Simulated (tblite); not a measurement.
B3ClH4O2.
Atom-mapped SMILES: `[BH2:1][O:2][B:3]([Cl:4])[O:5][BH2:6]` (hydrogens: H7, H8 on B1; H9, H10 on B6)

Computed with GFN2-xTB (tblite), gas phase: L-BFGS steps from a force-field or distance-geometry start until the largest atomic force falls under 0.01 eV/Å.

Step 36: E = -506.9151 eV
```
atom  x, y, z in Å  |  force x, y, z in eV/Å
B1     -2.1210   -0.3154    0.0177   -0.166   0.052   0.072
O2     -0.8919    0.1430    0.0369    0.085  -0.035  -0.048
B3      0.1581    0.9090   -0.1370   -0.106   0.154   0.039
Cl4    -0.1509    2.6466   -0.1205    0.141  -0.024   0.005
O5      1.4413    0.5159   -0.2728    0.117  -0.141   0.011
B6      2.0955   -0.6428   -0.4264   -0.051   0.017  -0.054
H7     -2.5844   -0.7183    1.0309    0.057   0.028  -0.220
H8     -2.7249   -0.2637   -1.0000    0.055  -0.164   0.160
H9      1.5163   -1.6585   -0.5887   -0.029   0.019  -0.002
H10     3.2709   -0.6110   -0.4156   -0.102   0.094   0.038
```

Step 37: E = -506.9203 eV
```
atom  x, y, z in Å  |  force x, y, z in eV/Å
B1     -2.1225   -0.3196    0.0169   -0.102   0.073   0.072
O2     -0.8996    0.1543    0.0348    0.196   0.010  -0.076
B3      0.1577    0.9141   -0.1349   -0.138   0.112   0.080
Cl4    -0.1409    2.6530   -0.1027    0.133  -0.023  -0.012
O5      1.4419    0.5177   -0.2684    0.039  -0.124   0.014
B6      2.0912   -0.6416   -0.4308   -0.037  -0.005  -0.047
H7     -2.5892   -0.6909    1.0395    0.031   0.001  -0.218
H8     -2.7073   -0.3091   -1.0115    0.012  -0.155   0.158
H9      1.5122   -1.6545   -0.6006   -0.064  -0.005  -0.010
H10     3.2656   -0.6188   -0.4178   -0.071   0.116   0.040
```

Step 38: E = -506.9285 eV
```
atom  x, y, z in Å  |  force x, y, z in eV/Å
B1     -2.1245   -0.3240    0.0149    0.117   0.121   0.074
O2     -0.9070    0.1684    0.0263    0.163   0.002  -0.083
B3      0.1560    0.9220   -0.1289   -0.058   0.061   0.099
Cl4    -0.1239    2.6602   -0.0794    0.108   0.012  -0.028
O5      1.4424    0.5184   -0.2555   -0.078  -0.063   0.018
B6      2.0831   -0.6409   -0.4362   -0.045  -0.019  -0.035
H7     -2.5924   -0.6498    1.0469   -0.035  -0.049  -0.146
H8     -2.6799   -0.3774   -1.0220   -0.082  -0.136   0.082
H9      1.5004   -1.6472   -0.6189   -0.095  -0.044  -0.021
H10     3.2547   -0.6250   -0.4227    0.004   0.116   0.041
```

Question: Estimate the geometry and energy of step 39. (The exact step hangs on the optimiser's Hessian estimate; all steps are aligned on step 38, rigid shifts and turns removed.)

Answer: E = -506.9352 eV, largest force 0.196 eV/Å
```
atom  x, y, z in Å  |  force x, y, z in eV/Å
B1     -2.1223   -0.3255    0.0122    0.162   0.085  -0.009
O2     -0.9105    0.1797    0.0113    0.132   0.013  -0.069
B3      0.1562    0.9301   -0.1185    0.030   0.009   0.093
Cl4    -0.1082    2.6659   -0.0586    0.086   0.060  -0.035
O5      1.4437    0.5178   -0.2336   -0.144  -0.016   0.012
B6      2.0735   -0.6419   -0.4402   -0.066  -0.015  -0.027
H7     -2.5926   -0.6060    1.0545   -0.076  -0.070  -0.123
H8     -2.6549   -0.4498   -1.0326   -0.094  -0.099   0.141
H9      1.4804   -1.6393   -0.6394   -0.075  -0.044  -0.023
H10     3.2436   -0.6264   -0.4306    0.043   0.077   0.041
```

The energy changes by -0.0066 eV. The first-order estimate −F·Δx gives -0.0093 eV and the mean of the old and new forces, exact on a quadratic surface, -0.0066 eV. The step makes an angle of 78° with the force vector and moves no atom by more than 0.077 Å.

The cost below is that of the whole relaxation. Hardware: Arm Neoverse N1, one thread, shared host. Cost: 0.88 s wall.
